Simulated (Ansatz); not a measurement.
Input for Ansatz (development build ahead of 0.2.0):

```yaml
crystal:
  periodic: [false, false, false]
  atoms:
    - { symbol: Be, position_ang: [0.0, 0.0, 1.8547] }
    - { symbol: Be, position_ang: [0.0, 0.0, -1.8547] }
    - { symbol: Cl, position_ang: [0.0, 0.0, 5.6801] }
    - { symbol: Cl, position_ang: [0.0, 0.0, -5.6801] }
basis:
  gaussian: { orbitals: pcseg-2 }
magnetization:
  spin_polarized: true
  initial_magnetization: 2
hamiltonian:
  xc: r2scan
```

The input is written out in the form of the current development build from the run's settings.

Output:

```
Converged                       : yes
Total energy                    : -949.57962 hartree
Spin squared of the determinant : 2.014
Stability test                  : minimum
```

Caution: charge can spread falsely over distant fragments; other spin multiplicities may lie lower.
